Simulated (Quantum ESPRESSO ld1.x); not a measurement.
Values are calculated unless marked as measured or tabulated.
Mo IV, configuration [Kr] 4d2 6s1 (not the ground configuration).

Level of theory: non-relativistic Kohn-Sham, LDA (Slater exchange, VWN5 correlation), spin-polarised, spherical densities, point nucleus; open shells are filled with parallel spins first; relativity is left out, which matters for an element this heavy (ld1.x of Quantum ESPRESSO 7.5).

Energy parts (hartree):
part                      energy
total                 -3970.3478
kinetic                3967.6733
electron-nucleus      -9399.4315
Hartree                1577.2713
exchange-correlation   -115.8608

Orbitals (lengths in bohr, moments of r in powers of bohr; <r^-3> diverges for s and p1/2; r(90%) holds 90 % of the orbital's charge):
| orbital | occ. | eigenvalue (hartree) | <r> | r(90%) | <1/r> | <r^-3> |
|---|---|---|---|---|---|---|
| 1s up | 1 | -710.802 | 0.03634 | 0.0646 | 41.44 | - |
| 1s down | 1 | -710.801 | 0.03634 | 0.0646 | 41.44 | - |
| 2s up | 1 | -100.097 | 0.1589 | 0.245 | 9.339 | - |
| 2s down | 1 | -100.085 | 0.1589 | 0.245 | 9.339 | - |
| 2p up | 3 | -92.3822 | 0.1361 | 0.221 | 9.339 | 2301 |
| 2p down | 3 | -92.3732 | 0.1361 | 0.221 | 9.340 | 2302 |
| 3s up | 1 | -18.2551 | 0.4416 | 0.652 | 3.236 | - |
| 3s down | 1 | -18.2466 | 0.4415 | 0.652 | 3.237 | - |
| 3p up | 3 | -15.2890 | 0.4362 | 0.659 | 3.147 | 378.8 |
| 3p down | 3 | -15.2797 | 0.4361 | 0.658 | 3.148 | 378.8 |
| 3d up | 5 | -9.83615 | 0.4145 | 0.662 | 2.971 | 56.11 |
| 3d down | 5 | -9.82397 | 0.4143 | 0.662 | 2.971 | 56.12 |
| 4s up | 1 | -3.75884 | 1.114 | 1.61 | 1.219 | - |
| 4s down | 1 | -3.70123 | 1.111 | 1.61 | 1.223 | - |
| 4p up | 3 | -2.89116 | 1.205 | 1.77 | 1.114 | 58.61 |
| 4p down | 3 | -2.83089 | 1.202 | 1.77 | 1.117 | 59.12 |
| 4d up | 2 | -1.53216 | 1.514 | 2.30 | 0.8656 | 5.633 |
| 4d down | 0 | -1.46883 | 1.516 | 2.31 | 0.8659 | 5.656 |
| 6s up | 1 | -0.55520 | 5.006 | 6.91 | 0.2627 | - |
| 6s down | 0 | -0.52031 | 5.117 | 7.10 | 0.2572 | - |

The highest occupied level is 6s up at -15.108 eV. The configuration is held as typed, so some empty levels lie below it. Virial ratio -V/T = 2.00067. Spin moment in Bohr magnetons: 3. The density falls to 0.001 e/bohr^3 at r = 5.03 bohr.
